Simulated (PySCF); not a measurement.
C4H8BN, SMILES NB1CC=CC1.

Geometry optimised at PBE-D3(BJ)/def2-SVP. The structure was generated by enumeration, and PubChem lists no compound with its InChIKey, so it may never have been made. Other conformers were not sampled.

Computed with PBE-D3(BJ)/def2-SVP run with PySCF 2.14.0.

Harmonic, unscaled wavenumbers; measured fundamentals usually lie a few per cent lower.

```tsv
mode	ν (cm⁻¹)	IR (km/mol)	moving atoms (share of kinetic energy)
1	84	0.0	C 42 %, H 41 %, N 15 %
2	305	1.4	H 38 %, C 28 %, N 23 %, B 11 %
3	340	0.0	H 56 %, C 44 %
4	351	13.5	H 58 %, B 38 %
5	515	0.2	C 39 %, N 37 %, B 14 %, H 10 %
6	516	139.0	H 78 %, N 21 %
7	546	0.0	H 90 %, C 10 %
8	665	45.9	H 80 %, B 10 %, C 10 %
9	717	1.2	C 61 %, H 30 %
10	741	0.0	H 68 %, C 32 %
11	741	2.1	C 78 %, H 11 %, B 9 %
12	811	0.5	H 64 %, C 20 %, N 12 %
13	875	0.0	H 39 %, C 34 %, B 26 %
14	929	18.8	H 62 %, C 37 %
15	940	0.3	C 59 %, H 41 %
16	942	0.0	H 84 %, C 16 %
17	1068	0.0	H 80 %, C 20 %
18	1072	0.6	H 81 %, C 18 %
19	1088	8.7	H 85 %, C 9 %
20	1112	17.7	H 45 %, B 38 %, C 10 %
21	1174	0.0	H 54 %, C 39 %
22	1208	48.1	C 58 %, H 24 %, B 17 %
23	1322	0.8	H 63 %, C 33 %
24	1347	14.9	H 84 %, C 15 %
25	1347	0.7	H 88 %, C 10 %
26	1407	68.5	B 51 %, H 38 %
27	1560	142.5	H 59 %, N 24 %, B 16 %
28	1640	14.0	C 92 %, H 8 %
29	2939	39.2	H 94 %
30	2942	13.7	H 94 %
31	2970	26.3	H 91 %, C 9 %
32	2972	0.0	H 91 %, C 9 %
33	3083	7.3	H 92 %
34	3107	41.6	H 91 %, C 9 %
35	3509	17.0	H 96 %
36	3606	19.3	H 91 %, N 9 %
```
